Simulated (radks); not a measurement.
Ar3+, 15 electrons, occupied as [Ne] 3s2 3p3. Method: non-relativistic Kohn-Sham, PBE, spin-unpolarised, spherical densities, point nucleus; computed with a radial shooting solver on a logarithmic mesh with Libxc functionals. Some entries of the table are withheld. Estimate them.

orbital  occ.  eigenvalue (eV)  <r^2> (bohr^2)  <r> (bohr)
1s          2        -3156.377        0.009982     0.08620
2s          2        -342.8041          0.2048         (1)
2p          6              (2)             (3)         (4)
3s          2              (5)             (6)       1.296
3p          3         -49.9324           2.269       1.398

Answer. 
(1) 2s <r> (bohr): 0.4155
(2) 2p eigenvalue (eV): -278.0485
(3) 2p <r^2> (bohr^2): 0.1758
(4) 2p <r> (bohr): 0.3763
(5) 3s eigenvalue (eV): -65.2870
(6) 3s <r^2> (bohr^2): 1.923
